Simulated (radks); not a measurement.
All-electron atom: Tl14+ in [Kr] 4d10 4f14 5s2 5p5 (the NIST ground configuration).

All-electron calculation, scalar-relativistic Kohn-Sham, r2SCAN, spin-polarised, spherical densities, finite nucleus; open shells are filled with parallel spins first (spin-orbit coupling, left out, can overturn this in heavy ions); meta-GGA in the generalised Kohn-Sham scheme; Fermi nuclear charge, rms radius 5.4759 fm. Program: a radial shooting solver on a logarithmic mesh with Libxc functionals.

Energy parts (hartree):
| part | energy |
|---|---|
| total | -20181.4214 |
| kinetic | 22726.3665 |
| electron-nucleus | -49632.1110 |
| Hartree | 7092.9484 |
| exchange-correlation | -368.6253 |

Orbitals (lengths in bohr, moments of r in powers of bohr):
| orbital | occ. | eigenvalue (hartree) | <r^4> |
|---|---|---|---|
| 1s up | 1 | -3159.343 | 3.762e-07 |
| 1s down | 1 | -3159.332 | 3.762e-07 |
| 2s up | 1 | -572.1408 | 0.00005452 |
| 2s down | 1 | -572.1385 | 0.00005452 |
| 2p up | 3 | -493.5719 | 0.00004492 |
| 2p down | 3 | -493.5652 | 0.00004492 |
| 3s up | 1 | -144.7294 | 0.001953 |
| 3s down | 1 | -144.7260 | 0.001953 |
| 3p up | 3 | -122.0125 | 0.002170 |
| 3p down | 3 | -122.0076 | 0.002170 |
| 3d up | 5 | -98.42003 | 0.001670 |
| 3d down | 5 | -98.41446 | 0.001670 |
| 4s up | 1 | -40.33823 | 0.04273 |
| 4s down | 1 | -40.32764 | 0.04271 |
| 4p up | 3 | -32.84459 | 0.05692 |
| 4p down | 3 | -32.83439 | 0.05682 |
| 4d up | 5 | -24.00833 | 0.07607 |
| 4d down | 5 | -23.99619 | 0.07575 |
| 4f up | 7 | -14.22685 | 0.1156 |
| 4f down | 7 | -14.21077 | 0.1143 |
| 5s up | 1 | -14.36556 | 0.8161 |
| 5s down | 1 | -14.28207 | 0.8148 |
| 5p up | 3 | -12.06037 | 1.191 |
| 5p down | 2 | -11.97710 | 1.195 |

The highest occupied level is 5p down at -325.91 eV. The spin density at the nucleus is -5.52 e/bohr^3 (1s -5.04, 2s 2.13, 3s 3.77, 4s 4.83, 5s -11.20). Summed over all electrons, <r^2> = 14.01 bohr^2, which gives a Langevin (diamagnetic) susceptibility term of -11.1 x 10^-6 cm^3/mol. Spin moment in Bohr magnetons: 1. The density falls to 0.001 e/bohr^3 at r = 1.99 bohr. For comparison, the ionisation energy in NIST's Atomic Spectra Database is 340 eV (theoretical). In exact Kohn-Sham theory the highest level is minus the ionisation energy, but local and semilocal functionals leave it too shallow, through self-interaction and a potential that decays too fast; potentials with the right tail come closer.
